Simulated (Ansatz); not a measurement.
HClSi, charge +1, doublet, geometry from GFN2-xTB (a state made from the parent by changing its charge; the spin is typed, not shown lowest). Base run: CCSD/6-31G in Ansatz (a quantum-chemistry and plane-wave program).

Input for Ansatz:
Ansatz 0.2 input:
```yaml
crystal:
  periodic: [false, false, false]
  atoms:
    - {symbol: Si, position_ang: [0.86135093, -0.21951955, 0.44274278]}
    - {symbol: H, position_ang: [2.20871354, -0.51186238, -0.05259738]}
    - {symbol: Cl, position_ang: [-0.83927215, 0.21089035, -0.36151774]}
basis:
  gaussian:
    orbitals: 6-31G
total_charge: 1
magnetization: {spin_polarized: true, initial_magnetization: 1}
correlation: {method: ccsd}
```

The base run was repeated with changes; each row names its change, and settings that it needs were set with it.

```csv
change,ΔE vs base (mEh),MP2 correlation (Eh),CC correlation without the perturbative part (Eh),basis functions
base,0.000,-0.07697,-0.09294,28
method = ccsd_t,…,-0.07697,-0.09294,28
electrons = all,…,…,…,28
reference functional = pbe0,…,-,…,28
diis_vectors = 2,0.000,-0.07697,-0.09294,28
method = bccd,0.950,-0.07697,-0.09199,28
accuracy = high,-0.007,-0.07698,-0.09294,28
lower_state_search = off,0.000,-0.07697,-0.09294,28
electrons = outside_noble_gas,0.000,-0.07697,-0.09294,28
method = mp2,15.964,-0.07697,-,28
```

Q: What belongs in the gaps?

A: 
- method = ccsd_t, ΔE vs base (mEh): -3.073
- electrons = all, ΔE vs base (mEh): -5.848
- electrons = all, MP2 correlation (Eh): -0.08343
- electrons = all, CC correlation without the perturbative part (Eh): -0.09879
- reference functional = pbe0, ΔE vs base (mEh): 3.194
- reference functional = pbe0, CC correlation without the perturbative part (Eh): -0.10050
